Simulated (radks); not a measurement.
Problem. Hf4+, configuration [Kr] 4d10 4f14 5s2 5p5 5f1 (not the ground configuration). Method: scalar-relativistic Kohn-Sham, r2SCAN, spin-polarised, spherical densities, finite nucleus; open shells are filled with parallel spins first (spin-orbit coupling, left out, can overturn this in heavy ions); meta-GGA in the generalised Kohn-Sham scheme; Fermi nuclear charge, rms radius 5.347 fm; computed with a radial shooting solver on a logarithmic mesh with Libxc functionals. Some entries of the table are withheld. Estimate them.

orbital  occ.  eigenvalue (eV)  <1/r> (bohr^-1)  <r^2> (bohr^2)
1s up       1        -65406.11            83.78       0.0004953
1s down     1        -65405.97            83.78       0.0004953
2s up       1        -11253.08            19.58        0.007640
2s down     1        -11253.05            19.58        0.007640
2p up       3        -9885.052            17.85        0.006286
2p down     3        -9884.959            17.85        0.006286
3s up       1        -2612.276            7.255         0.04966
3s down     1        -2612.235            7.255         0.04966
3p up       3        -2201.568            6.721         0.05033
3p down     3        -2201.503            6.721         0.05033
3d up       5        -1714.656            6.349         0.04188
3d down     5        -1714.580            6.349         0.04188
4s up       1        -571.9702            3.061          0.2478
4s down     1        -571.8175            3.060          0.2478
4p up       3        -436.6944            2.788          0.2818
4p down     3        -436.5488            2.788          0.2817
4d up       5        -260.9503            2.471          0.3328
4d down     5        -260.7668            2.472          0.3322
5s up       1        -118.5967            1.190           1.392
5s down     1        -116.9829            1.193           1.389
5p up       3         -85.0553            1.021           1.833
5p down     2         -83.4215            1.022           1.832
4f up       7         -67.4561            1.933          0.5575
4f down     7         -67.0548            1.941          0.5486
5d up       0              (1)           0.7478           3.346
5d down     0              (2)           0.7522           3.292
6s up       0         -38.5072           0.5025           7.274
6s down     0         -36.4519           0.5123           7.125
5f up       1         -18.9304           0.3594           13.21

Solution. 
(1) 5d up eigenvalue (eV): -44.8354
(2) 5d down eigenvalue (eV): -43.1770
